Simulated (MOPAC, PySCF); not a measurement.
C$_{2}$H$_{6}$N$_{2}$, SMILES `C=C(N)N`, neutral singlet in the gas phase. 

Cartesian coordinates (Å):
SMILES: C=C(N)N
```xyz
10

C     -0.4726     1.1673     0.5322
C     -0.0554     0.0442    -0.0738
N     -0.7977    -1.1387    -0.0955
N      1.1018    -0.0243    -0.8530
H     -1.4164     1.1982     1.0554
H      0.0929     2.0836     0.4535
H     -1.5209    -1.1710     0.6058
H     -0.2527    -1.9885    -0.0993
H      1.7381     0.7408    -0.6939
H      1.5830    -0.9116    -0.8313
```
Charge 0, spin multiplicity 1.

All levels are single points at this geometry (B3LYP-D3(BJ)/def2-TZVP); Pople sets use spherical d functions. Orbital energies aren't observables, and empty levels follow the basis.

PM3 in MOPAC gives dipole (D) = 2.42.

Question: Estimate the dipole (D) from each of these levels: B3LYP-D3(BJ)/def2-TZVP in PySCF; PBE-D3(BJ)/def2-TZVP in PySCF; B3LYP/3-21G in PySCF; B3LYP/6-31G* in PySCF; M06-2X/6-31G* in PySCF; PBE/6-31G* in PySCF; HF/6-31G* in PySCF; AM1 in MOPAC.

Answer: 
| level | dipole (D) |
|---|---|
| B3LYP-D3(BJ)/def2-TZVP in PySCF | 2.53 |
| PBE-D3(BJ)/def2-TZVP in PySCF | 2.52 |
| B3LYP/3-21G in PySCF | 3.05 |
| B3LYP/6-31G* in PySCF | 2.71 |
| M06-2X/6-31G* in PySCF | 2.73 |
| PBE/6-31G* in PySCF | 2.71 |
| HF/6-31G* in PySCF | 2.85 |
| AM1 in MOPAC | 2.93 |
